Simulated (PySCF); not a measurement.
HfO, SMILES [O]=[Hf], multiplicity 1. Geometry: B3LYP-D3(BJ)/def2-TZVPD. The spin state was assumed, not searched. The def2 effective core potentials stand for the cores of Hf; spin–orbit coupling is left out.

These are B3LYP-D3(BJ)/def2-TZVPD run with PySCF values and carry that method's errors.

Harmonic wavenumbers (cm⁻¹): 974. Rotational constants (GHz): 11.44 (linear); symmetry number 1.

Problem. Work out the zero-point energy and the ideal-gas rigid-rotor harmonic-oscillator thermochemistry at 298.15 K and 1 atm.

Solution. ZPE = ½ Σ hcν = ½ × 974 cm⁻¹ = 5.82 kJ/mol. H − E(el) = 14.61 kJ/mol. Entropy in J/(mol K): translation 174.48, rotation 60.67, vibration 0.43, total 235.58. G − E(el) = -55.63 kJ/mol. Cp = 30.80 J/(mol K).
